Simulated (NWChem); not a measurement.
A series in which one site is exchanged, each optimised at PBE0/def2-SVP with NWChem, gas phase unless a solvent is named. Some are not confirmed as minima by frequencies. def2 effective core potentials on Sb, Bi; no spin-orbit coupling.

A: [Cl][GaH][Cl] (GaHCl2; site = Ga)
B: [Cl][AlH][Cl] (AlHCl₂; site = Al)
C: [Cl][SbH][Cl] (SbHCl2; site = Sb)
D: [Cl][BiH][Cl] (BiHCl2; site = Bi)

```tsv
quantity	A	B	C	D
dipole (D), PBE0/def2-SVP	1.70	…	2.93	4.02
orbital gap (eV), PBE0/def2-SVP	7.40	…	6.06	5.84
static polarisability, CAM-B3LYP/def2-SVPD (bohr³)	55.2	…	70.8	75.8
lowest singlet excitation, CAM-B3LYP/def2-SVPD, TDA (eV)	6.14	…	4.85	4.58
```

Question: Complete the blanks.

Answer: 
- dipole (D), PBE0/def2-SVP, B: 1.09
- orbital gap (eV), PBE0/def2-SVP, B: 7.87
- static polarisability, CAM-B3LYP/def2-SVPD (bohr³), B: 52.2
- lowest singlet excitation, CAM-B3LYP/def2-SVPD, TDA (eV), B: 6.60
